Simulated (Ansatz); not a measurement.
Geometry optimisation, UKS PBE0-D4/def2-SVP in Ansatz.

The input (input.yaml):

```yaml
crystal:
  periodic: [false, false, false]
  atoms:
    - { symbol: Ge, position_ang: [-0.240488, 0.37421, -0.29561] }
    - { symbol: F, position_ang: [0.772341, -0.363625, 2.294412] }
    - { symbol: O, position_ang: [1.473453, 0.031292, -0.537392] }
    - { symbol: H, position_ang: [1.840155, -0.448864, 0.220622] }
    - { symbol: F, position_ang: [-0.691904, 1.157666, -1.787818] }
    - { symbol: Cl, position_ang: [-1.356985, -1.504092, -0.189001] }
    - { symbol: H, position_ang: [0.021129, -0.639287, 2.780588] }
magnetization:
  spin_polarized: true
  initial_magnetization: 1
basis:
  gaussian: { orbitals: def2-SVP }
hamiltonian:
  xc: pbe0
  dispersion: d4
relax:
  f_tol: 0.03
  max_steps: 50
```

Run as:

```bash
$ ansatz run input.yaml --threads 4 --pin off --max-ram 5120MiB --backend cpu --events-out ev --progress --plain --runs-dir out
```

Q: Where does it end, and by what steps?

A: The forces met the threshold. After 18 steps the energy has fallen by 0.206 eV; H7 moved furthest, 0.92 Å.

```tsv
step	energy less start (eV)	largest force component (eV/Å)	accepted
0	0.0000	0.532	yes
1	0.0090	1.486	no
2	-0.0175	0.541	yes
3	-0.0383	0.602	yes
4	-0.0673	0.824	yes
5	-0.1004	1.119	yes
6	-0.1496	0.571	yes
7	-0.1592	0.704	yes
8	-0.1788	0.263	yes
9	-0.1901	0.185	yes
10	-0.1936	0.343	yes
11	-0.1954	0.434	yes
12	-0.2000	0.191	yes
13	-0.2031	0.105	yes
14	-0.2046	0.115	yes
15	-0.2052	0.054	yes
16	-0.2052	0.060	yes
17	-0.2057	0.032	yes
18	-0.2057	0.015	yes
```

```xyz
7
Properties=species:S:1:pos:R:3
Ge -0.250 0.639 -0.431
F 0.950 -0.691 2.259
O 1.438 0.178 -0.293
H 1.623 -0.109 0.622
F -0.590 0.615 -2.129
Cl -1.493 -0.960 0.482
H 0.139 -1.064 1.975
```

Whether the end is a true minimum wasn't checked by a vibrational analysis.

The run took 48 s on 4 threads of AMD EPYC 7B13 (Zen 3), with other jobs on the host, peak memory 0.37 GiB.
